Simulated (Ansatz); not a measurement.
CH₃O₂Sb, SMILES `[OH][Sb]1[CH2][O]1` at its PBE0-D4/def2-TZVP geometry, where that method's forces vanish. Total charge 0; spin multiplicity 1. Sb: def2 effective core potential.

```json
{"atom": "O1", "x (Å)": "0.946", "y (Å)": "-0.913", "z (Å)": "1.627"}
{"atom": "Sb2", "x (Å)": "-0.233", "y (Å)": "-1.415", "z (Å)": "0.149"}
{"atom": "C3", "x (Å)": "-0.575", "y (Å)": "0.490", "z (Å)": "-0.710"}
{"atom": "O4", "x (Å)": "0.493", "y (Å)": "-0.201", "z (Å)": "-1.288"}
{"atom": "H5", "x (Å)": "1.117", "y (Å)": "0.031", "z (Å)": "1.681"}
{"atom": "H6", "x (Å)": "-0.306", "y (Å)": "1.361", "z (Å)": "-0.108"}
{"atom": "H7", "x (Å)": "-1.443", "y (Å)": "0.647", "z (Å)": "-1.352"}
```

Problem. For each bond, give half the difference of the two atoms' forces along it (eV/Å; positive pushes the atoms apart) under PBE-D4, r2SCAN-D4, B3LYP-D4, ωB97M-V in def2-TZVPP. (Estimate.)

Solution. Ansatz gave: 
```tsv
bond	length (Å)	PBE-D4	r2SCAN-D4	B3LYP-D4	ωB97M-V
O1–Sb2	1.956	0.46	0.14	0.31	0.00
O1–H5	0.961	0.36	0.02	-0.06	-0.06
Sb2–C3	2.117	0.50	0.27	0.49	-0.05
Sb2–O4	2.017	0.68	0.27	0.43	-0.07
C3–O4	1.397	0.57	0.33	0.36	0.24
C3–H6	1.093	0.01	-0.09	-0.17	-0.11
C3–H7	1.091	-0.01	-0.10	-0.19	-0.11
```

B3LYP here is the variant with VWN-RPA as its local correlation; programs differ in this.
